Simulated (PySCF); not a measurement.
In(Vi)2(NH2), SMILES C=[CH][In]([NH2])[CH]=C (B3LYP/def2-SVP optimised geometry):

```
14

In     0.162     0.011     0.000
C     -0.787    -1.930     0.009
C     -2.076    -2.141    -0.298
H     -0.178    -2.807     0.269
H     -2.520    -3.145    -0.293
H     -2.759    -1.329    -0.575
C     -0.798     1.947     0.000
C     -2.094     2.144     0.282
H     -0.189     2.831    -0.232
H     -2.545     3.145     0.283
H     -2.777     1.323     0.532
N      2.199     0.011     0.000
H      2.774    -0.825    -0.019
H      2.777     0.845    -0.012
```

Level of theory: B3LYP/def2-TZVP, def2 effective core potentials past Kr (PySCF).

Q: What are the frontier orbital energies and the dipole moment?

A: HOMO-2 -7.51 eV, HOMO-1 -7.19 eV, HOMO -6.42 eV, LUMO -1.39 eV, LUMO+1 -0.34 eV; dipole moment 0.04 D.

On the same geometry PBE/def2-TZVP, def2 effective core potentials past Kr (PySCF) gives HOMO-2 -6.65 eV, HOMO-1 -6.19 eV, HOMO -5.36 eV, LUMO -1.96 eV, LUMO+1 -1.03 eV; dipole moment 0.13 D.
